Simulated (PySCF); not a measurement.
B3LYP has the VWN-RPA correlation part, as in Gaussian. 

Cartesian coordinates (Å):
```xyz
10

C     -1.2560     0.9397     0.0079
C     -0.4393     0.0961    -0.6113
C      0.4025    -0.9136     0.0905
S      2.2006    -0.6219    -0.1547
H     -1.3670     0.9310     1.0865
H     -1.8422     1.6664    -0.5391
H     -0.3346     0.1318    -1.6910
H      0.2458    -1.9127    -0.3212
H      0.1789    -0.9486     1.1559
H      2.2112     0.6318     0.3276
```
Charge 0, spin multiplicity 1.

**Question.** What is the computed LUMO, S1 oscillator strength and HOMO–LUMO gap (B3LYP-D3(BJ)/def2-TZVP (PySCF))?

**Answer.** 
| Quantity | Value |
|---|---|
| LUMO | -0.39 eV |
| S1 oscillator strength | 0.018 |
| HOMO–LUMO gap | 6.23 eV |
